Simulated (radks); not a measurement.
Spherical jellium clusters: N electrons in a uniform positive sphere of charge N and radius rs N^(1/3), rs = 4.93 bohr. Calculated with a radial shooting solver with Libxc functionals: non-relativistic Kohn-Sham, LDA (Slater exchange, Perdew-Wang correlation), spin-polarised, spherical densities. Levels are named by radial order and angular momentum (1s, 1p, 1d, 2s, ...), and open shells are averaged over m.

N = 5, configuration 1s2 1p(up 3, down 0). This is the lowest configuration that the search found. Occupied and some empty levels:

| level | occupation | eigenvalue (eV) | <r> (bohr) |
|---|---|---|---|
| 1s up | 1 | -3.6532 | 5.776 |
| 1s down | 1 | -3.0846 | 5.799 |
| 1p up | 3 | -2.5967 | 7.024 |
| 1p down | 0 | -2.0400 | 7.297 |
| 1d up | 0 | -1.3430 | 8.338 |
| 2s up | 0 | -0.99365 | 8.830 |
| 1d down | 0 | -0.88594 | 8.935 |
| 2s down | 0 | -0.72846 | 9.606 |
| 1f up | 0 | -0.10110 | 10.69 |

Energy (eV): total -8.32575, kinetic 6.4159, external -94.933, Hartree 46.780, exchange-correlation -15.006, background 48.418.

Electron density:

| r (bohr) | n(r) (e/bohr^3) |
|---|---|
| 0.277 | 0.001977 |
| 0.972 | 0.002041 |
| 1.67 | 0.002163 |
| 2.36 | 0.002316 |
| 3.06 | 0.002458 |
| 3.75 | 0.002540 |
| 4.45 | 0.002514 |
| 5.14 | 0.002352 |
| 5.84 | 0.002058 |
| 6.53 | 0.001669 |
| 7.23 | 0.001249 |
| 7.92 | 0.0008615 |
| 8.62 | 0.0005519 |
| 9.31 | 0.0003331 |
| 10.0 | 0.0001923 |
| 10.7 | 0.0001068 |
| 11.4 | 0.00005829 |
| 12.1 | 0.00003090 |
| 12.8 | 0.00001628 |
| 13.5 | 8.401e-06 |
